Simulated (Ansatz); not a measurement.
Ansatz (a quantum-chemistry and plane-wave program) input (CCSD(T)/def2-SVPD):

Ansatz 0.2 input:
```yaml
crystal:
  periodic: [false, false, false]
  atoms:
    - {symbol: Tl, position_ang: [-0.00000000, -0.00000000, -1.35233612]}
    - {symbol: I, position_ang: [0.00000000, 0.00000000, 2.06677785]}
basis:
  gaussian:
    orbitals: def2-SVPD
total_charge: 1
magnetization: {spin_polarized: true, initial_magnetization: 1}
correlation: {method: ccsd_t, electrons: outside_noble_gas}
output: {forces: true}
```

Output:

```
Functional definition: HF
integrals: 0.09 GiB planned
872 factors; integrals over basis functions are off by at most 1.4e-4 eV
mean field: 0.30 GiB planned
mean field evaluation 1: about -12730.1997 eV, gradient 1.6e1 eV
mean field evaluation 2: about -12730.2164 eV, gradient 1.6e1 eV
mean field evaluation 4: about -12734.0273 eV, gradient 2.8e0 eV
mean field evaluation 8: about -12734.2272 eV, gradient 2.6e-1 eV
mean field evaluation 16: about -12734.2581 eV, gradient 5.3e-1 eV
mean field evaluation 32: about -12730.1997 eV, gradient 1.6e1 eV
mean field evaluation 64: about -12734.2299 eV, gradient 1.9e-4 eV
mean field evaluation 96: about -12733.7806 eV, gradient 7.0e0 eV
mean field evaluation 128: about -12734.5697 eV, gradient 2.3e-1 eV
mean field evaluation 160: about -12727.9356 eV, gradient 1.7e1 eV
mean field evaluation 192: about -12734.5843 eV, gradient 6.2e-1 eV
mean field evaluation 224: about -12729.3343 eV, gradient 2.1e-1 eV
mean field evaluation 256: about -12729.3323 eV, gradient 1.6e-4 eV
mean field evaluation 288: about -12729.6032 eV, gradient 2.9e-2 eV
mean field evaluation 320: about -12729.4335 eV, gradient 1.8e0 eV
mean field evaluation 352: about -12729.5966 eV, gradient 8.2e-3 eV
mean field evaluation 384: about -12729.1559 eV, gradient 2.4e-1 eV
mean field evaluation 416: about -12728.9170 eV, gradient 1.7e-1 eV
mean field evaluation 448: about -12729.2002 eV, gradient 1.1e-1 eV
mean field evaluation 480: about -12728.8041 eV, gradient 9.4e-1 eV
mean field evaluation 512: about -12729.1204 eV, gradient 2.0e-1 eV
mean field evaluation 544: about -12734.5880 eV, gradient 2.2e-1 eV
mean field evaluation 576: about -12729.2009 eV, gradient 1.4e-2 eV
mean field -12734.58967301 eV, -467.9875386680 hartree, gradient 1.4e-6 eV, S^2 0.757209; 9 other end points of the search recorded, 0 dependent functions left out
determinant -12734.58967301 eV, -467.9875386680 hartree, with singles and doubles -12737.96322938 eV, -468.1115145783 hartree
determinant -12734.22987209 eV, -467.9743162284 hartree, with singles and doubles -12737.62459949 eV, -468.0990701591 hartree
determinant -12734.58967301 eV, -467.9875386680 hartree, with singles and doubles -12737.96101856 eV, -468.1114333319 hartree
determinant -12734.22987209 eV, -467.9743162284 hartree, with singles and doubles -12737.61901447 eV, -468.0988649133 hartree
18 core orbitals not correlated, not the lowest: weight in the atoms' cores, before any rotation towards them, 0.856 or more for the frozen orbitals, at most 0.144 for the correlated occupied ones
reference -12734.58967301 eV, -467.9875386680 hartree; 5, 4 occupied and 44, 45 virtual orbitals, 872 factors
densities: 0.25 GiB planned
second order -2.80310899 eV of doubles, -0.00000000 eV of singles
coupled cluster: 0.19 GiB planned
cycle   1  -3.37134570 eV  change   -1.5e-7 eV  update   1.4e-6
cycle   2  -3.37134591 eV  change   -2.1e-7 eV  update   8.7e-7
cycle   3  -3.37134598 eV  change   -6.7e-8 eV  update   4.0e-7
cycle   4  -3.37134597 eV  change    1.0e-8 eV  update   1.3e-7
perturbative correction -0.05308531 eV, -0.0019508493 hartree
the calculation of the forces begins
Total energy: -12738.01410429 eV, -468.1133841965 hartree
Atom 0 at    -0.000000    -0.000000    -1.352336 Å, force    -0.000000     0.000000    -0.210900 eV/Å
Atom 1 at     0.000000     0.000000     2.066778 Å, force    -0.000000    -0.000000     0.210900 eV/Å
Dipole moment:     0.000000    -0.000000    -0.656986 e Å
```
